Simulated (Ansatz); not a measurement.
```xyz
17

B     1.7241    0.6533   -0.0688
Si    0.0866    1.0922    1.0505
Al   -1.4856    2.5382   -0.0963
Si   -0.9678   -1.0041    1.1284
C    -0.7176   -1.7749   -0.5749
In    1.2821   -1.4346   -1.2329
H     1.3616    0.5926   -1.2840
H     2.6693    1.3915   -0.0723
H     0.3960    1.5161    2.4487
H    -1.9061    2.0915   -1.5730
H    -2.1614    3.8533    0.4917
H    -0.2669   -1.8774    2.1197
H    -2.4179   -1.0208    1.4854
H    -1.3535   -1.2699   -1.3101
H    -0.9544   -2.8402   -0.6013
H     2.1847   -0.4703    0.3129
H     2.5266   -2.0365   -2.2236
```

Charge 0, multiplicity 1. In takes the def2 core potential. The bonds changed during the relaxation, so this is another structure than the one it started from.

Q: List the B3LYP/def2-TZVPP orbital energies in eV (the Gaussian-basis code of Ansatz). (Estimate.)

A: The calculation gave: Occupied: -1798.63, -1797.81, -1524.21, -276.99, -182.90, -143.17, -142.43, -127.84, -112.19, -98.48, -98.48, -98.47, -97.76, -97.74, -97.72, -84.50, -84.32, -84.20, -72.94, -72.72, -72.71, -21.72, -21.56, -21.56, -21.40, -21.39, -18.85, -15.69, -14.28, -12.71, -11.72, -11.27, -10.81, -10.15, -10.01, -9.22, -8.97, -8.37, -8.01, -7.95, -7.05, -6.59. Lowest empty: -1.95, -1.86, -1.02, -0.19, 0.16, 0.39, 0.73, 0.87.

B3LYP here is the variant with VWN-RPA as its local correlation; programs differ in this.
